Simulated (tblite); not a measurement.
Compound: C6H11O2P.
Geometry (GFN2-xTB, Å), atoms numbered from 1 in this order:
```
atom  x, y, z in Å
C1     2.8549    1.7167    0.1217
C2     1.9561    1.0196    0.5045
P3     0.6102    0.0622    1.1761
O4     0.0652    0.5951    2.4287
O5     1.2657   -1.3945    1.3948
C6    -0.5669   -0.1629   -0.2294
C7     0.1548   -0.8002   -1.4072
C8    -1.6902   -1.0510    0.2882
C9    -1.0834    1.2273   -0.5761
H10    3.6476    2.3122   -0.2297
H11    1.3118   -1.5493    2.3407
H12   -0.5366   -0.9506   -2.2352
H13    0.5707   -1.7637   -1.1204
H14    0.9693   -0.1619   -1.7449
H15   -2.1221   -0.6157    1.1884
H16   -1.3096   -2.0423    0.5311
H17   -2.4739   -1.1544   -0.4610
H18   -0.2643    1.8641   -0.9096
H19   -1.5339    1.6853    0.3031
H20   -1.8304    1.1746   -1.3668
```

All values are computed: GFN2-xTB (tblite) harmonic vibrations without scaling, gas phase. This tight-binding method is rough: wavenumbers can miss measured ones by several per cent, in bad cases by 10 to 20. One conformer, not necessarily the lowest.

Harmonic wavenumbers (cm⁻¹): 53.0, 92.7, 124.9, 156.5, 179.6, 182.9, 221.2, 227.9, 242.1, 281.1, 294.8, 300.7, 358.3, 380.7, 406.4, 423.4, 438.1, 604.1, 667.5, 673.1, 713.6, 806.0, 862.4, 888.4, 964.8, 973.0, 973.7, 1025.9, 1030.4, 1215.7, 1243.1, 1248.1, 1264.0, 1400.6, 1403.2, 1423.1, 1478.0, 1484.8, 1486.9, 1493.2, 1493.7, 1503.0, 2215.6, 3007.6, 3011.0, 3013.0, 3015.4, 3018.3, 3020.9, 3024.9, 3025.7, 3035.9, 3362.6, 3567.9.

A = 1776, B = 1269, C = 1085 MHz; mass 146.050 u (most abundant isotopes); point group C1, symmetry number 1.

Zero-point energy?

½Σν̃ = 34502 cm⁻¹ = 98.65 kcal/mol.

What is S at 350 K and 1 bar for an ideal gas of classical rigid rotors and harmonic oscillators?

Translation 41.67, rotation 29.74, vibration 42.55: S = 114.0 cal/(mol K).

And Cp and H(350 K) − H(0)?

Cp = 50.89 cal/(mol K), of which vibrations give 42.94 (their classical limit is 54 R = 107.3); H(350 K) − H(0) = 10.82 kcal/mol without the zero-point energy, 8.04 from vibrations.

Which modes carry the vibrational entropy at 350 K?

53.0 cm⁻¹: 5.02; 92.7 cm⁻¹: 3.92; 124.9 cm⁻¹: 3.33; 156.5 cm⁻¹: 2.90; 179.6 cm⁻¹: 2.63; 182.9 cm⁻¹: 2.60 cal/(mol K); the other 48 give 22.15 together.

What must be added to the electronic energy to get the Gibbs energy at 350 K and 1 bar?

ZPE + [H(350 K) − H(0)] − T·S = 98.65 + 10.82 − 39.89 = 69.58 kcal/mol.

How do the functions run with temperature in this model?

```
T (K)  S (cal/(mol K))  Cp (cal/(mol K))  H − H(0) (kcal/mol)  G − H(0) (kcal/mol)  ln q(vib)
  100             70.2              22.1                 1.36                -5.66       1.55
  200             90.0              35.7                 4.30               -13.71       4.79
  300            106.5              46.1                 8.40               -23.55       8.18
  500            134.3              63.1                19.41               -47.71      14.66
  800            167.8              79.6                41.02               -93.22      23.40
 1000            186.4              87.1                57.72              -128.68      28.62
```

q(vib) and H(0) count from the zero-point level.

Hindered rotation and anharmonicity are outside this model. Other conformers, if any are populated, would add a mixing term that is left out. The structure is chiral; the term R ln 2 for an equal mix with its mirror image is left out.
